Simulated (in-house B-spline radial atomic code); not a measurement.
Radial electron density of Tm+, [Xe] 4f12 6s1 6p1. Level of theory: scalar-relativistic (X2C) r2SCAN0, spin-polarised, spherical fractional occupations, Fermi nucleus of rms radius 5.2256 fm; calculated with a radial B-spline atomic code at the basis-set limit.

Caution: exact exchange at fractional occupations of open shells leaves self-interaction of up to several eV.

One-electron X2C: radii and densities carry no picture-change correction, so inner-shell <1/r> comes out high (for 1s by about 2 % at Z = 33, 5 % at 54, 10 % at 75, 30 % at 118) and <r> low.

Columns: r (bohr), 4πr²n(r) (electrons per bohr), bar.

```
0.000459    2.966 #
0.000579    4.149 #
0.000728    5.753 ##
0.000917    7.958 ###
 0.00115    10.88 ####
 0.00145    14.86 #####
 0.00183    20.13 #######
  0.0023    26.79 #########
  0.0029    35.24 ############
 0.00365    45.35 ################
  0.0046       57 ####################
 0.00579    69.32 #########################
 0.00729    81.09 #############################
 0.00918    90.42 ################################
  0.0116     95.3 ##################################
  0.0146    94.37 #################################
  0.0183    88.92 ################################
  0.0231    82.84 #############################
   0.029    82.87 #############################
  0.0366    93.68 #################################
   0.046    111.6 ########################################
   0.058    124.2 ############################################
   0.073    119.1 ##########################################
  0.0919    101.7 ####################################
   0.116    94.28 #################################
   0.146    105.9 ######################################
   0.183    110.8 #######################################
   0.231    86.15 ###############################
   0.291    56.43 ####################
   0.366    54.28 ###################
   0.461    62.74 ######################
    0.58     52.7 ###################
   0.731    32.21 ###########
    0.92    19.27 #######
    1.16    13.37 #####
    1.46    8.433 ###
    1.84    3.955 #
    2.31    1.567 #
    2.91   0.8788 
    3.66   0.6773 
    4.61    0.405 
    5.81   0.1528 
    7.31  0.03356 
    9.21 0.003869 
    11.6 0.0002105 
    14.6 4.604e-06
```

On this grid the curve has 4 maxima, near 0.0116, 0.058, 0.183, 0.461 bohr.

The 4f up radial function P(r) = rR(r), positive near the nucleus:

| r (bohr) | P |
| --- | --- |
| 0.029 | 0.002441 |
| 0.046 | 0.01151 |
| 0.073 | 0.04799 |
| 0.116 | 0.1677 |
| 0.183 | 0.4497 |
| 0.291 | 0.8854 |
| 0.461 | 1.173 |
| 0.731 | 1.012 |
| 1.16 | 0.5913 |
| 1.84 | 0.2355 |
| 2.91 | 0.05824 |
| 4.61 | 0.007585 |
